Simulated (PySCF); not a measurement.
Species: C₇H₁₄Si.
SMILES with atom numbers: `[CH2:1]=[CH:2][CH2:3][C@H:4]1[CH2:5][CH2:6][SiH2:7][CH2:8]1` (hydrogens: H9, H10 on C1; H11 on C2; H12, H13 on C3; H14 on C4; H15, H16 on C5; H17, H18 on C6; H19, H20 on Si7; H21, H22 on C8)

All values: PBE0/pcSseg-1 (PySCF, non-relativistic), on one gas-phase PBE0-D3(BJ)/def2-SVP geometry that isn't relaxed in the solvent. The solvent is an IEF-PCM continuum (cavity from Bondi-type radii × 1.2). Only the electrostatic response of the medium enters.

Gas phase at PBE0/pcSseg-1: HOMO -7.36 eV, LUMO 0.39 eV, dipole 0.63 D.

What does the continuum do to the energy, the frontier levels and the dipole at PBE0/pcSseg-1 in benzene and dimethylsulfoxide?

```json
{"solvent": "benzene", "ε": "2.271", "E(solvent) − E(gas) (kJ/mol)": "-3.36", "polarisation term (kJ/mol)": "-3.49", "distortion of the solute (kJ/mol)": "0.13", "HOMO (eV)": "-7.33", "LUMO (eV)": "0.42", "dipole (D)": "0.75"}
{"solvent": "dimethylsulfoxide", "ε": "46.83", "E(solvent) − E(gas) (kJ/mol)": "-7.84", "polarisation term (kJ/mol)": "-8.61", "distortion of the solute (kJ/mol)": "0.77", "HOMO (eV)": "-7.35", "LUMO (eV)": "0.41", "dipole (D)": "0.93"}
```

The first energy column is the sum of the next two and covers electrostatics alone. From benzene to dimethylsulfoxide the lowering changes by a factor 2.34, Onsager's factor (ε − 1)/(2ε + 1) by 2.11 and ε itself by 20.6.

Which Hirshfeld charges (PBE0/pcSseg-1) respond most in benzene (means over atoms taken as equivalent)?

```tsv
atoms	environment	gas (e)	solvent (e)	change
C1	terminal =CH2 carbon	-0.107	-0.112	-0.005
H19	Si–H hydrogen	-0.086	-0.088	-0.002
H20	Si–H hydrogen	-0.085	-0.087	-0.002
H11	vinylic hydrogen	+0.042	+0.044	+0.002
H13	methylene hydrogen	+0.041	+0.042	+0.001
H14	methine hydrogen	+0.032	+0.034	+0.002
C2	alkene CH carbon	-0.034	-0.035	-0.001
H12	methylene hydrogen	+0.038	+0.039	+0.001
H17	methylene hydrogen	+0.036	+0.037	+0.001
H15	methylene hydrogen	+0.036	+0.037	+0.001
H16	methylene hydrogen	+0.035	+0.035	0.000
H21	methylene hydrogen	+0.035	+0.035	0.000
```
